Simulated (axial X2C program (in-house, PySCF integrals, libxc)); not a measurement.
## VCl: cheaper levels and CCSD(T), two-component

All values were computed with an in-house all-electron X2C program for linear molecules (integrals from PySCF). Two-component (2c) means X2C with spin–orbit coupling and atomic mean-field two-electron Coulomb and Gaunt terms. Basis: V dyall-cv3z [10s10p6d4f2g], Cl dyall-av3z [9s8p3d2f] (cores contracted in-house); Gaussian nuclei, density fitting, unrestricted open shells. Masses: V 50.944 u, Cl 34.969 u.

State: Ω = 1 (⟨Sz⟩ = 2.00, ⟨Lz⟩ = -1.00 at HF); fragments V + Cl.

```json
{"level": "PBE0", "Re (Å)": "2.200", "ωe (cm⁻¹)": "413.6"}
{"level": "HF", "Re (Å)": "2.295", "ωe (cm⁻¹)": "394.0"}
{"level": "MP2", "Re (Å)": "2.226", "ωe (cm⁻¹)": "407.9"}
{"level": "CCSD", "Re (Å)": "2.230", "ωe (cm⁻¹)": "415.2"}
{"level": "TPSSh", "Re (Å)": "2.198", "ωe (cm⁻¹)": "413.6"}
```

Correlated methods: 12 electrons correlated (number of frozen shells: V 3 s, 2 p; Cl 2 s, 1 p), 278 virtual spin orbitals or spinors in MP2, 90 natural virtuals in coupled cluster.

CCSD(T), same Hamiltonian and basis:

Re = 2.224 Å, ωe = 417.7 cm⁻¹; T1 = 0.044 (Lee–Taylor normalisation).

Problem. Give the differences from CCSD(T) in the columns below.

Solution. 

```json
{"level": "PBE0", "ΔRe (Å)": "-0.024", "Δωe (cm⁻¹)": "-4"}
{"level": "HF", "ΔRe (Å)": "0.071", "Δωe (cm⁻¹)": "-24"}
{"level": "MP2", "ΔRe (Å)": "0.002", "Δωe (cm⁻¹)": "-10"}
{"level": "CCSD", "ΔRe (Å)": "0.006", "Δωe (cm⁻¹)": "-2"}
{"level": "TPSSh", "ΔRe (Å)": "-0.026", "Δωe (cm⁻¹)": "-4"}
```

The state is one determinant whose occupation by symmetry is held fixed; it was picked as the lowest of a PBE0 search that is not exhaustive. De is not given where an atomic determinant may have missed its ground term or J level, or where the truncated virtual space spoils (T). Density functionals use the spin component along the axis (collinear). CCSD and (T) use frozen natural virtuals with an MP2 correction for the truncation; (T) itself is uncorrected, so its De runs slightly low. PBE0 can misorder states that lie within some tenths of an eV, so this need not be the ground state of the molecule. The nearest other 2c determinant of the search, Ω = 3, lies 0.02 eV up at the distance of the search. The functionals have no current-density term, which raises determinants with orbital currents, atoms included. With several unpaired electrons one determinant need not be a pure state. The outer-core s and p shells of the metal are frozen in the correlated rows, which leaves out core–valence correlation; for alkali and alkaline-earth bonds that tends to lengthen them. Open-shell Ω = 0 determinants with evenly filled partner blocks cannot be reached by this program, so the Ω shown need not be the lowest component. The T1 diagnostic is large, a sign of multireference character.
